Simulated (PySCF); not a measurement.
Compound: C3H8O3Si.
Geometry (PBE0-D3(BJ)/def2-SVP, Å), atoms numbered from 1 in this order:
```xyz
15
C3H8O3Si angstrom
O      2.728   -0.599   -1.061
Si     1.615   -0.356    0.120
O      0.356   -1.430   -0.019
C     -0.973   -1.079    0.298
C     -1.346    0.294   -0.240
C     -0.433    1.387    0.294
O      0.922    1.148   -0.012
H      2.418   -0.533   -1.969
H      2.352   -0.521    1.391
H     -1.635   -1.851   -0.126
H     -1.120   -1.101    1.396
H     -2.390    0.524    0.027
H     -1.286    0.278   -1.342
H     -0.708    2.363   -0.139
H     -0.563    1.478    1.391
```

Method: core-valence-separated Tamm–Dancoff BHandHLYP/aug-pcX-1 (pcseg-1 on H, def2-SVPD on Si) in PySCF, non-relativistic, gas phase, PBE0-D3(BJ)/def2-SVP geometry. No empirical shift is added; at this level the pattern usually sits a few eV under experiment.

Problem. Give energies, oscillator strengths and core holes at the C K edge.

Solution. 
```json
{"E (eV)": "285.56", "f": "0.0185", "core hole on": "C5", "main final orbital": "LUMO (77 %)"}
{"E (eV)": "286.09", "f": "0.0275", "core hole on": "C5", "main final orbital": "LUMO+1 (49 %)"}
{"E (eV)": "286.92", "f": "0.0029", "core hole on": "C5", "main final orbital": "LUMO+2 (79 %)"}
{"E (eV)": "286.97", "f": "0.0561", "core hole on": "C4/C6", "main final orbital": "LUMO (2 roots, f summed)"}
{"E (eV)": "287.15", "f": "0.0038", "core hole on": "C5", "main final orbital": "LUMO+3 (52 %)"}
{"E (eV)": "287.44", "f": "0.0035", "core hole on": "C5", "main final orbital": "spread"}
{"E (eV)": "287.50", "f": "0.0651", "core hole on": "C4/C6", "main final orbital": "LUMO+1 (2 roots, f summed)"}
{"E (eV)": "287.61", "f": "0.0622", "core hole on": "C4/C6", "main final orbital": "spread (2 roots, f summed)"}
{"E (eV)": "287.66", "f": "0.0002", "core hole on": "C5", "main final orbital": "LUMO+4 (72 %)"}
{"E (eV)": "287.84", "f": "0.0006", "core hole on": "C5", "main final orbital": "LUMO+5 (64 %)"}
{"E (eV)": "288.15", "f": "0.0035", "core hole on": "C5", "main final orbital": "LUMO+6 (36 %)"}
{"E (eV)": "288.18", "f": "0.0035", "core hole on": "C5", "main final orbital": "LUMO+7 (87 %)"}
```

The first line with a tenth or more of the strongest one's intensity is at 285.56 eV (f = 0.019), with the hole on C5 (ring CH2 carbon). The strongest listed is at 287.50 eV (f = 0.065, sum of 2; C4/C6).

Problem. What does the O 1s absorption edge look like?

Solution. 
```tsv
E (eV)	f	core hole on	main final orbital
532.11	0.0188	O1	LUMO+1 (45 %)
533.34	0.0063	O3/O7	spread (2 roots, f summed)
533.74	0.0191	O3/O7	LUMO+1 (2 roots, f summed)
533.82	0.0133	O3/O7	LUMO (2 roots, f summed)
534.03	0.0181	O1	LUMO+4 (57 %)
534.29	0.0187	O3/O7	LUMO+2 (2 roots, f summed)
534.44	0.0144	O1	spread
534.63	0.0063	O3/O7	LUMO+3 (2 roots, f summed)
534.77	0.0157	O3/O7	spread (2 roots, f summed)
```

The first line with a tenth or more of the strongest one's intensity is at 532.11 eV (f = 0.019), with the hole on O1 (silanol oxygen). The strongest listed is at 533.74 eV (f = 0.019, sum of 2; O3/O7).

Roots within 0.03 eV whose holes lie on the same, on equivalent or on shared atoms are summed into one line, and the highest roots are left out, as the search may have cut off their partners. Final orbitals are the ground state's empty Kohn–Sham orbitals.

Problem. What is the summed oscillator strength of the listed C K lines, and their intensity-weighted mean energy?

Solution. Σf = 0.247 over 12 lines from 285.56 to 288.18 eV; the weighted mean is 287.11 eV. The strongest line holds 26 % of the sum.

The ionisation thresholds weren't computed; near and above them a finite basis only mimics Rydberg series and continuum.

One conformer stands for the species.
